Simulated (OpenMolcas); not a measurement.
# Co I: effect of the active space

```
Program             : OpenMolcas 26.06
Method              : CASSCF or its RAS form
Basis               : ANO-RCC-VTZP
Scalar Hamiltonian  : DKH2, point nucleus
Spin-orbit coupling : state interaction with AMFI integrals over the reference wave functions, term energies averaged over their components
```

A. 7 electrons in 5 orbitals (3d); 2S+1 = 4 even, 10 roots; 2S+1 = 2 even, 40 roots (35 in the spin-orbit step); cost roughly 7 core-seconds
B. 9 electrons in 6 orbitals (3d 4s); 2S+1 = 4 even, 20 roots; 2S+1 = 2 even, 35 roots; cost about 20 core-seconds
C. 9 electrons in 9 orbitals (RAS2 3d 4s; RAS3 4p, at most 2 electrons); 2S+1 = 4 even, 20 roots; 2S+1 = 2 even, 40 roots kept (CI in the orbitals of an earlier block); 2S+1 = 4 odd, 39 roots; 2S+1 = 6 odd, 30 roots kept (CI in the orbitals of an earlier block); 2S+1 = 2 odd, 21 roots kept (CI in the orbitals of an earlier block); cost of the order of 2.3 core-minutes
D. 9 electrons in 11 orbitals (3d 4s 4d); 2S+1 = 4 even, 20 roots; 2S+1 = 2 even, 24 roots kept (CI in the orbitals of an earlier block); cost about 3 core-hours

Energies in cm-1 above 3d7 4s2 4F 9/2, the measured ground level; measured values from NIST Handbook of Basic Atomic Spectroscopic Data.

```tsv
Level	A	B	C	D	Measured
3d7 4s2 4F 9/2	0.0	0.0	0.0	0.0	0.0
3d7 4s2 4F 7/2	827	788	771	787	816
3d7 4s2 4F 5/2	1438	1354	1340	1386	1407
3d7 4s2 4F 3/2	1859	1736	1730	1806	1809
3d7 4s2 2G 9/2	18592	11133	17592	18446
```

Deviations, from unrounded energies. A percentage is the sum of absolute deviations over the sum of measured energies, with the sign that they share, or ± where signs differ.

```
                  Against measurement  Levels     A     B     C     D
       mean absolute deviation (cm-1)       3    31    51    64    18
fine structure of the ground term (%)       3  +2.3  -3.8  -4.7  -1.3
```

D lies closest to measurement on these levels and C furthest from it. The largest miss of D in the table is 3d7 4s2 4F 7/2, by -29 cm-1. The ranking rests on the paired levels alone, and a cruder setting can come out closer through cancelling errors.

The spin-orbit steps hold different terms of 3d7 4s2 (C lacks 2F; D lacks 2D, 2F, 2H), which shifts levels as well.

Among A to D the level of the table that moves most is 3d7 4s2 2G 9/2, by 7500 cm-1 (lowest in B, highest in A).

Without dynamic correlation excited terms often stand tens of per cent too high (terms of higher spin than the ground term too low), and those without a measured partner can miss by more than the paired ones. Some high roots are left out of the spin-orbit mixing, which shifts the levels that they would mix with (holds for A). With the s shell closed, the reference lacks s² → p², s² → d² and s → d mixing, so excited terms can stand far too high and out of order, with CASPT2 too (holds for A). Terms from blocks run as CI alone lack orbitals of their own (holds for C; D). Active for correlation alone: 4d; no level in the range computed is led by a configuration that fills it, so any true level of that kind is missing (holds for D). Computed and measured levels are paired by configuration, term and J; levels that our copy of the source lacks, or whose pairing is in doubt (as where it misses far off the trend of its configuration), stay unpaired and out of the deviations. Levels of configurations outside the active space are missing. Levels that lie high or do not pair safely by name in every column are left out.
